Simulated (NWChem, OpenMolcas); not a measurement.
## SnCl2: a line through the functionals

SnCl2 has 3 atoms, charge 0, and is taken as a singlet. As SMILES, `[Cl][Sn][Cl]`. The coordinates come from a PBE0-D4/def2-TZVP relaxation.

The dipole moment y, in D, basis def2-SVP with a core potential; a is the functional's share of exact exchange. Programs: NWChem 7.3.0, OpenMolcas 26.06.

```
functional     program     a  y (D)
    r2SCAN  OpenMolcas     0   3.03
       PBE  OpenMolcas     0   2.80
     B3LYP  OpenMolcas   0.2      ?
      PBE0      NWChem  0.25   3.13
     BHLYP  OpenMolcas   0.5   3.30
```

Problem. Fit y = c + s·a to the known rows and predict B3LYP.

Solution. 
1. Means of the 4 rows: a = 0.1875, y = 3.065.
2. Σ(Δa)² = 0.17188, Σ(Δa·Δy) = 0.13375, so the slope is 0.13375/0.17188 = 0.77816.
3. Intercept: 3.065 − (0.77816) × 0.1875 = 2.919. The largest residual of the fit is 0.12.
4. B3LYP: 2.919 + (0.77816) × 0.2 = 3.07 D.

The run gave 3.01 D, so the prediction is off by +0.06 D, within the largest residual. More exact exchange makes the molecule more polar here. The rows mix families of semi-local functionals, which the line can't see.
